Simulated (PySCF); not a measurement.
## Relaxation of doublet OsSe₂⁻

All numbers come from UPBE/[Os def2-SVPD with ECP60, Se def2-SVPD], scalar-relativistic core potentials, density fitting, no spin–orbit coupling, PySCF. A (50,194) grid was used.

A hand-made linear start, of D∞h symmetry, held to at least that symmetry:

```xyz
3
charge -1 multiplicity 2, angstrom
Os    0.0000    0.0000    0.0000
Se    0.0000    0.0000    2.2300
Se    0.0000    0.0000   -2.2300
```

Optimiser trace:
```csv
step,E − E(last) (kJ/mol),largest gradient (Eh/bohr)
0,5.99,0.02482
1,0.00,0.00023
2,0.00,0.00003
```

It ends at D∞h with Os–Se 2.281 Å (×2); Se–Os–Se 180.0°. A frequency run shows 2 imaginary modes (one degenerate set), down to 29i cm⁻¹, so it is a higher-order saddle point.

Open d and f shells are described by one determinant, and the ground state may have another occupation or spin. With an element this heavy the missing spin–orbit coupling can shift these numbers.

The relaxation took about 24 core-seconds on a shared host.
